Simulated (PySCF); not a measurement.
A structure optimised at B3LYP-D3(BJ)/def2-SVP, used in a PySCF frequency run:

```xyz
14

C      1.6807    -0.7286    -0.7522
C      0.7942    -0.6097     0.4719
O      1.1970    -0.8709     1.5826
C     -0.6559    -0.1601     0.2635
C     -1.4310    -0.9835    -0.7603
S     -0.6973     1.6525    -0.0996
H      1.5820     0.1461    -1.4114
H      1.3891    -1.6191    -1.3337
H      2.7242    -0.8418    -0.4321
H     -1.1273    -0.2329     1.2546
H     -0.9996    -0.8864    -1.7691
H     -2.4769    -0.6473    -0.8072
H     -1.4196    -2.0515    -0.4861
H     -0.4184     1.5507    -1.4203
```
Charge 0, spin multiplicity 1.

Problem. Write its SMILES and formula.

Solution. CC(=O)[C@H](C)S, C₄H₈OS

Problem. What are its rotational constants (standard atomic weights)?

Solution. 3.6400, 2.0179, 1.8020 GHz
